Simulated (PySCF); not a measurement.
Species: fluoroboronic acid, sum formula H₂BO₂F, charge 0, multiplicity 1. 
Coordinates optimised at B3LYP-D3(BJ)/def2-TZVP (Ansatz):
SMILES: FB(O)O
```xyz
6

B     -0.0174     0.0136     0.0008
F      0.3228     1.3060     0.0664
O     -1.3369    -0.2935    -0.0072
O      0.9426    -0.9533    -0.0556
H     -1.5039    -1.2399    -0.0557
H      1.8407    -0.6079    -0.0430
```
Charge 0, spin multiplicity 1.

Dispersion corrections to the total energy (kcal/mol) from the dftd3 and dftd4 libraries through PySCF: D3(BJ) without and D4 with the three-body term, each with the damping fitted for the functional named.

| functional | D3(BJ) | D4 |
|---|---|---|
| B3LYP | -2.52 | (withheld) |
| HF | -14.03 | -6.65 |
| r2SCAN | (withheld) | -0.37 |
| HSE06 | -0.85 | -1.18 |
| B2PLYP | -1.12 | -1.09 |
| TPSSh | -1.64 | -1.94 |
| PW6B95 | -0.64 | (withheld) |

Problem. Some entries are withheld; supply them.

Solution. 
- B3LYP, D4: -2.55
- r2SCAN, D3(BJ): -0.38
- PW6B95, D4: -1.43
